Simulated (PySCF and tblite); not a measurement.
Results of a calculation; reference values are marked as such.
Barrier and rate of a rearrangement

System: C₅H₁₀Si₂, numbered as in [SiH3:1][C:2]1=[CH:3][C@H:4]([SiH3:5])[CH:6]=[CH:7]1.

Motion: shift of Si5 from C4 to C6. Level: PBE/pcSseg-1 + D3(BJ) on PBE0-D3(BJ)/def2-SVP stationary points, with GFN2-xTB thermal terms. Rate constants are transition-state-theory values, counting equivalent paths, without tunnelling. Shieldings: GIAO at the same DFT level; methyl-like tops are averaged, other torsions stay as in the two minima; line shapes leave out couplings. Run with tblite and PySCF.

```
 point  symmetry  E(GFN2) kcal/mol  E(DFT) kcal/mol  ZPE change kcal/mol  lowest mode cm⁻¹  dipole D
 start        C1               0.0              0.0                 0.00                53      1.22
saddle        Cs               8.9             11.4                -0.16              258i      1.48
   end        C1               0.0              0.0                 0.00                53      1.22
```

```
Electronic barrier                                      : 11.4 kcal/mol
Barrier with zero-point energy                          : 11.3 kcal/mol
ΔH‡ (298 K)                                             : 10.8 kcal/mol
ΔS‡ (298 K, symmetry apart)                             : -3.4 cal/(mol K)
Paths                                                   : 1 equivalent path
End point                                               : the same structure with atoms interchanged, or its mirror image
Mean lifetime of the start against this motion at 298 K : 75 µs
Cost                                                    : 5.4 min on 1 thread of Arm Neoverse V1, on a host shared with other jobs (rough), peak memory 0.71 GiB, launched as `OMP_NUM_THREADS=1 python ens_run.py task.json out`
```

```
T/K  ΔG‡ kcal/mol     k s⁻¹
150          11.5  6.3×10⁻⁵
200          11.6      0.95
250          11.7       313
298          11.8   1.3×10⁴
350          12.0   2.4×10⁵
400          12.1   1.9×10⁶
500          12.5   3.6×10⁷
```

ΔG and ΔG‡ leave out symmetry numbers and mirror images; rates count paths: 1 out.

Sites that the motion interchanges:

```csv
nucleus,site,ppm,scale
¹³C,C4,52.0,δ against TMS
¹³C,C6,140.2,δ against TMS
¹H,H on C4,3.84,δ against TMS
¹H,H on C6,6.76,δ against TMS
¹³C,C3,152.2,δ against TMS
¹³C,C7,140.6,δ against TMS
```

```json
{"nucleus": "¹³C", "sites": "C4 / C6", "¹H MHz": "80", "spread Hz": "1774", "coalescence K": "281", "k there s⁻¹": "3930"}
{"nucleus": "¹³C", "sites": "C4 / C6", "¹H MHz": "360", "spread Hz": "7982", "coalescence K": "303", "k there s⁻¹": "1.8×10⁴"}
{"nucleus": "¹³C", "sites": "C4 / C6", "¹H MHz": "500", "spread Hz": "11086", "coalescence K": "308", "k there s⁻¹": "2.5×10⁴"}
{"nucleus": "¹H", "sites": "H on C4 / H on C6", "¹H MHz": "80", "spread Hz": "234", "coalescence K": "256", "k there s⁻¹": "520"}
{"nucleus": "¹H", "sites": "H on C4 / H on C6", "¹H MHz": "360", "spread Hz": "1052", "coalescence K": "274", "k there s⁻¹": "2350"}
{"nucleus": "¹H", "sites": "H on C4 / H on C6", "¹H MHz": "500", "spread Hz": "1461", "coalescence K": "278", "k there s⁻¹": "3240"}
{"nucleus": "¹³C", "sites": "C3 / C7", "¹H MHz": "80", "spread Hz": "233", "coalescence K": "256", "k there s⁻¹": "515"}
{"nucleus": "¹³C", "sites": "C3 / C7", "¹H MHz": "360", "spread Hz": "1048", "coalescence K": "274", "k there s⁻¹": "2340"}
{"nucleus": "¹³C", "sites": "C3 / C7", "¹H MHz": "500", "spread Hz": "1456", "coalescence K": "278", "k there s⁻¹": "3240"}
```
